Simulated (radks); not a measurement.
Values are calculated unless marked as measured or tabulated.
Ionisation of Ca, [Ar] 4s2, to Ca+, [Ar] 4s1, under several functionals. Dirac Kohn-Sham, spin-unpolarised, spherical densities, finite nucleus; a radial shooting solver on a logarithmic mesh with Libxc functionals.

[
 {"functional": "exchange-only LDA", "E(Ca) (hartree)": "-677.11791", "Exc (hartree)": "-32.70177", "IE (eV)": "5.592", "-e(HOMO) (eV)": "3.043", "<r> HOMO (bohr)": "4.095", "IE error (eV)": "-0.521"},
 {"functional": "LDA (Slater exchange, Perdew-Wang correlation)", "E(Ca) (hartree)": "-678.69488", "Exc (hartree)": "-34.31598", "IE (eV)": "6.458", "-e(HOMO) (eV)": "3.864", "<r> HOMO (bohr)": "3.973", "IE error (eV)": "+0.345"},
 {"functional": "PW91", "E(Ca) (hartree)": "-680.55309", "Exc (hartree)": "-36.22563", "IE (eV)": "6.341", "-e(HOMO) (eV)": "3.797", "<r> HOMO (bohr)": "4.015", "IE error (eV)": "+0.227"},
 {"functional": "HCTH/407", "E(Ca) (hartree)": "-680.69142", "Exc (hartree)": "-36.40368", "IE (eV)": "6.291", "-e(HOMO) (eV)": "3.778", "<r> HOMO (bohr)": "4.086", "IE error (eV)": "+0.178"},
 {"functional": "exchange-only PBE", "E(Ca) (hartree)": "-679.55644", "Exc (hartree)": "-35.19982", "IE (eV)": "5.732", "-e(HOMO) (eV)": "3.165", "<r> HOMO (bohr)": "4.115", "IE error (eV)": "-0.381"},
 {"functional": "LDA (Slater exchange, VWN5 correlation)", "E(Ca) (hartree)": "-678.70186", "Exc (hartree)": "-34.32323", "IE (eV)": "6.456", "-e(HOMO) (eV)": "3.863", "<r> HOMO (bohr)": "3.973", "IE error (eV)": "+0.343"},
 {"functional": "AM05", "E(Ca) (hartree)": "-678.84128", "Exc (hartree)": "-34.46699", "IE (eV)": "6.254", "-e(HOMO) (eV)": "3.717", "<r> HOMO (bohr)": "4.020", "IE error (eV)": "+0.141"},
 {"functional": "B86b exchange with PBE correlation", "E(Ca) (hartree)": "-680.53907", "Exc (hartree)": "-36.21048", "IE (eV)": "6.334", "-e(HOMO) (eV)": "3.784", "<r> HOMO (bohr)": "4.011", "IE error (eV)": "+0.221"}
]

NIST Atomic Spectra Database: 6.113 eV (measured). Closest: AM05. The Delta-SCF values span 0.87 eV, the total energies 3.57 hartree. The highest occupied level is 4s1/2. Spin polarisation and multiplet splitting are left out, so open shells lie too high by an amount that depends on their filling.

Beside tabulated values, note that spin-unpolarised runs miss the spin-polarisation part of the exchange energy of open shells.
